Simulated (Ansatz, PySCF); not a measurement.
C3H7FSi, SMILES F[C@H]1C[C@@H]1[SiH3]. Atoms are numbered in the order given.

```xyz
12

F     -1.8245     1.4242     0.0398
C     -0.8477     0.6017     0.5230
C     -1.0787    -0.8652     0.4524
C     -0.0571    -0.1970    -0.4735
Si     1.7839    -0.4770    -0.2790
H     -0.3539     1.0413     1.3975
H     -0.7256    -1.4966     1.2739
H     -2.0190    -1.1870    -0.0032
H     -0.4148    -0.0646    -1.5014
H      2.0967    -0.5571     1.1795
H      2.1984    -1.7554    -0.9278
H      2.5640     0.6431    -0.8818
```

Geometry: B3LYP-D3(BJ)/def2-SVP. The structure was generated by enumeration; whether it is a known compound was not checked.

Vertical ionisation energy (IE) and electron affinity (EA) in eV. Rows of orbital energies are one-electron estimates. Where ΔSCF, EOM or ADC give a negative EA the extra electron is unbound and the value depends on the basis.

| level | IE | EA |
|---|---|---|
| −ε(HOMO), −ε(LUMO), CAM-B3LYP/def2-TZVP (PySCF) | 9.56 | -1.58 |
| −ε(HOMO), −ε(LUMO), PBE/def2-TZVP (PySCF) | 6.75 | 0.14 |
| ΔSCF, CAM-B3LYP/def2-SVPD (Ansatz), final states of multiplicity 2 and 2 | 10.53 | -1.78 |
| ΔSCF, PBE/def2-SVPD (Ansatz), final states of multiplicity 2 and 2 | 9.98 | -1.50 |

Problem. What vertical singlet–triplet gap does ΔSCF give with CAM-B3LYP/def2-SVPD (Ansatz, a quantum-chemistry and plane-wave program) and with PBE/def2-SVPD (Ansatz)? (Estimate from the structure and the level; the computed values follow.)

Solution. 7.86 and 6.91 eV (triplet above singlet where positive).
